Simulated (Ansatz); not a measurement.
A search over several starts for the lowest SCF solution of HfSe2⁻ at the given spin, in a small basis.

```yaml
crystal:
  periodic: [false, false, false]
  atoms:
    - {symbol: Hf, position_ang: [-0.132305, 0.475539, -0.598135]}
    - {symbol: Se, position_ang: [-1.773871, 0.317174, 1.147276]}
    - {symbol: Se, position_ang: [1.906175, -0.792712, -0.549142]}
basis:
  gaussian: {orbitals: def2-SVP, initial_orbitals: start.molden}
total_charge: -1
magnetization: {spin_polarized: true, initial_magnetization: 1}
hamiltonian: {xc: pbe0, dispersion: d4}
output: {orbitals: {seedname: orbitals}}
```

The file start.molden holds the orbitals of an earlier run on this structure, at another level or in another basis.

```sh
$ ansatz run in.yaml --threads 4 --pin off --events-out ev --progress --plain --max-ram 3916MiB
```

It prints (some lines left out):

```
Functional definition: PBE0
938 factors; integrals over basis functions are off by at most 6.9e-4 eV
mean field evaluation 1: about -131977.4539 eV, gradient 2.1e1 eV
mean field evaluation 2: about -131977.6087 eV, gradient 5.0e-1 eV
mean field evaluation 4: about -131977.6303 eV, gradient 9.1e-2 eV
mean field evaluation 8: about -131977.6304 eV, gradient 2.6e-5 eV
mean field evaluation 16: about -131977.6302 eV, gradient 6.0e-2 eV
mean field evaluation 32: about -131976.9534 eV, gradient 3.8e0 eV
mean field -131977.63043423 eV, -4850.0884608069 hartree, gradient 1.8e-5 eV, S^2 0.755350; 3 other end points of the search recorded, 0 dependent functions left out
reference -131977.63046525 eV, -4850.0884619469 hartree; 41, 40 occupied and 55, 56 virtual orbitals, 938 factors
Total energy: -131977.72910178 eV, -4850.0920867726 hartree
```

It took 5.5 s on 4 threads of Arm Neoverse V1 on a shared host.

In the def2 sets Hf takes a core potential; there is no spin–orbit coupling. The structure comes from a short search, and lower isomers may exist.
